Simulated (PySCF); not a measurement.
Gas-phase reaction: HBO₂ + 2 CH₃OCH₃ = B(OCH₃)₃ + CO + 2 H₂

Computed with PySCF and rigid-rotor harmonic-oscillator thermochemistry at 1 bar. † marks an energy on the PBE0/def2-TZVP geometry and frequencies; other levels use their own. MP2 and CCSD(T) freeze the core. 6-31G* has spherical d functions here. All species are closed-shell singlets. B3LYP is the form with VWN-RPA correlation. MP2 isn't extrapolated to the basis-set limit; its ΔH°(298 K) is -106.5 kJ in def2-SVP and -90.3 kJ in def2-TZVPP. CCSD(T) isn't extrapolated to the basis-set limit. The harmonic model lacks anharmonicity and excited electronic states, which grow with temperature; levels with a mode under 35 cm⁻¹ are left out. Internal rotation in CH₃OCH₃, B(OCH₃)₃ is treated as a harmonic vibration of one conformer, which makes the entropy rough.

```json
[
 {"level": "B3LYP/6-31G*", "ΔE electronic, kJ": "-50", "ΔH°(298 K), kJ": "-92", "ΔS°(298 K), J/K": "95", "ΔG°(1600 K), kJ": "-289"},
 {"level": "CCSD(T)/def2-SVP†", "ΔE electronic, kJ": "-75", "ΔH°(298 K), kJ": "-117", "ΔS°(298 K), J/K": "86", "ΔG°(1600 K), kJ": "-298"},
 {"level": "M06-2X/def2-TZVP†", "ΔE electronic, kJ": "-64", "ΔH°(298 K), kJ": "-106", "ΔS°(298 K), J/K": "86", "ΔG°(1600 K), kJ": "-287"},
 {"level": "MP2/def2-SVP†", "ΔE electronic, kJ": "-65", "ΔH°(298 K), kJ": "-106", "ΔS°(298 K), J/K": "86", "ΔG°(1600 K), kJ": "-288"},
 {"level": "MP2/def2-TZVPP†", "ΔE electronic, kJ": "-48", "ΔH°(298 K), kJ": "-90", "ΔS°(298 K), J/K": "86", "ΔG°(1600 K), kJ": "-272"},
 {"level": "PBE0/def2-SVP†", "ΔE electronic, kJ": "-12", "ΔH°(298 K), kJ": "-54", "ΔS°(298 K), J/K": "86", "ΔG°(1600 K), kJ": "-235"},
 {"level": "r2SCAN/def2-TZVP†", "ΔE electronic, kJ": "-34", "ΔH°(298 K), kJ": "-76", "ΔS°(298 K), J/K": "86", "ΔG°(1600 K), kJ": "-257"},
 {"level": "ωB97X-V/def2-TZVP†", "ΔE electronic, kJ": "-49", "ΔH°(298 K), kJ": "-90", "ΔS°(298 K), J/K": "86", "ΔG°(1600 K), kJ": "-272"}
]
```
ΔH° is lowest at CCSD(T)/def2-SVP† and highest at PBE0/def2-SVP†. No reference value is set beside these.
